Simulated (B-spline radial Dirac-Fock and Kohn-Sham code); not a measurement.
Photoelectron lines of Sc⁷⁺ at 194 eV

System: scandium as Sc⁷⁺, configuration [Ne] 3s2 3p2.

The computed values come from a radial B-spline solver: independent-particle photoionisation in a Dirac-Hartree-Slater potential with a Latter tail, all multipoles, thresholds from Dirac-Fock ΔSCF. The asymmetry parameter β is from the dipole term alone. Kinetic energies are from the vacuum level. Open shells are spread statistically over j, without multiplet splitting.

The last column is dσ/dΩ = σ/(4π) · [1 − (β/2) P₂(cos θ)] at θ = 90° from the beam of unpolarised light.

```
subshell  electrons  binding (eV)  kinetic (eV)  σ (kb)     β  dσ/dΩ (kb/sr)
      3s          2         178.7         15.33     274  2.00           32.7
   3p1/2       0.67         156.3         37.72     132  1.46           14.4
   3p3/2       1.33         155.6         38.43     267  1.46           29.0
```

Branching ratios of the spin-orbit partners (statistical value in brackets): 3p 2.02 (2.00).

At such low photon energies correlation between channels can change these cross sections by tens of per cent.

Run: 0.77 s of CPU time on 1 thread of Intel(R) Xeon(R) 6975P-C (shared host), peak memory 0.38 GiB.
